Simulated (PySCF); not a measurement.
Compound: ClF3Ga (charge -1).
Geometry (PBE0-D3(BJ)/def2-SVP, Å), atoms numbered from 1 in this order:
```
atom  x, y, z in Å
F1    -0.8541   -0.7651   -1.4005
Ga2   -0.0752    0.0093    0.0012
F3    -0.7131   -0.7158    1.4974
F4    -0.4582    1.7481   -0.0032
Cl5    2.1128   -0.2755   -0.1120
```

Method: PBE0-D3(BJ)/def2-SVP geometry optimisation, gas phase in PySCF.

Which atoms are bound to Ga2, and at what distances?

4 atoms: F4 1.780 Å, F1 1.781 Å, F3 1.781 Å, Cl5 2.209 Å.

List the angles at Ga2.

```tsv
angle	degrees	distance of the outer atoms (Å)
F3–Ga2–Cl5	110.2	3.28
F4–Ga2–Cl5	109.8	3.27
F1–Ga2–Cl5	109.7	3.27
F1–Ga2–F4	109.2	2.90
F1–Ga2–F3	109.1	2.90
F3–Ga2–F4	108.8	2.90
```

What is the shape at Ga2?

Tetrahedral: angles from 108.8° to 110.2°; τ4 = (360° − α − β)/141° = 0.99 with α and β the two widest (0 for a square, 1 for a tetrahedron).

What are the rotational constants (commonest isotopes, rigid rotor)?

A = 3163, B = 1944, C = 1941 MHz: a prolate symmetric top.

Point group: C3v (every atom within 0.08 Å of its image). Charge -1, singlet. No PBE0-D3(BJ)/def2-SVP frequencies stand behind this structure, so it isn't proved a minimum.

The run took 21 s wall on one thread of an Arm Neoverse N1, on a shared host, and the process peaked at 0.51 GiB of memory. These figures are those of the optimisation.
